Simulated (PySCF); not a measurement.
C2H7BFN. Atoms are numbered in the order given.

```xyz
12

B     -0.1303     0.3902     0.4174
F     -1.3356    -0.1303     0.7724
C      0.4194     0.1057    -1.0393
C      0.3913    -1.3834    -1.4223
H      1.4414     0.5233    -1.1678
H     -0.2262     0.6763    -1.7468
H     -0.6274    -1.8061    -1.3075
H      1.0659    -1.9818    -0.7749
H      0.7074    -1.5528    -2.4722
N      0.5468     1.1584     1.3823
H      0.1613     1.3397     2.3095
H      1.4577     1.5810     1.2146
```
Charge 0, spin multiplicity 1.

The structure is a stationary point at PBE-D3(BJ)/def2-SVP. The values are those of a single conformer.

Computed with PBE-D3(BJ)/def2-SVP run with PySCF 2.14.0.

Frequencies are harmonic and unscaled.

| mode | ν (cm⁻¹) | IR (km/mol) | moving atoms (share of kinetic energy) |
|---|---|---|---|
| 1 | 49 | 2.3 | H 37 %, C 32 %, N 17 %, F 13 % |
| 2 | 184 | 1.7 | C 39 %, F 28 %, H 25 % |
| 3 | 205 | 0.3 | H 87 % |
| 4 | 338 | 0.9 | H 43 %, N 19 %, C 17 %, F 13 % |
| 5 | 410 | 5.5 | H 34 %, F 29 %, C 14 %, B 12 %, N 11 % |
| 6 | 446 | 158.5 | H 80 %, N 19 % |
| 7 | 559 | 1.0 | H 59 %, B 22 %, N 9 %, C 8 % |
| 8 | 610 | 15.0 | H 56 %, B 30 % |
| 9 | 718 | 0.7 | H 45 %, C 31 %, F 13 %, N 8 % |
| 10 | 740 | 14.4 | H 51 %, C 20 %, B 18 %, N 8 % |
| 11 | 853 | 6.5 | H 54 %, N 25 %, F 20 % |
| 12 | 955 | 14.1 | H 74 %, C 21 % |
| 13 | 963 | 1.5 | H 74 %, C 18 % |
| 14 | 1028 | 4.3 | C 68 %, H 30 % |
| 15 | 1193 | 34.2 | H 58 %, B 18 %, C 18 % |
| 16 | 1209 | 13.5 | H 74 %, C 18 % |
| 17 | 1319 | 138.9 | B 46 %, C 23 %, H 22 %, F 8 % |
| 18 | 1346 | 13.5 | H 75 %, C 16 % |
| 19 | 1373 | 50.8 | H 62 %, B 26 %, C 8 % |
| 20 | 1391 | 45.3 | H 71 %, B 20 % |
| 21 | 1427 | 4.0 | H 97 % |
| 22 | 1432 | 18.3 | H 93 % |
| 23 | 1546 | 222.0 | H 57 %, N 24 %, B 18 % |
| 24 | 2954 | 17.7 | H 94 % |
| 25 | 2966 | 34.1 | H 97 % |
| 26 | 3006 | 18.2 | H 91 %, C 9 % |
| 27 | 3046 | 28.1 | H 91 %, C 9 % |
| 28 | 3059 | 23.4 | H 91 %, C 9 % |
| 29 | 3525 | 31.7 | H 96 % |
| 30 | 3637 | 27.2 | H 91 %, N 9 % |
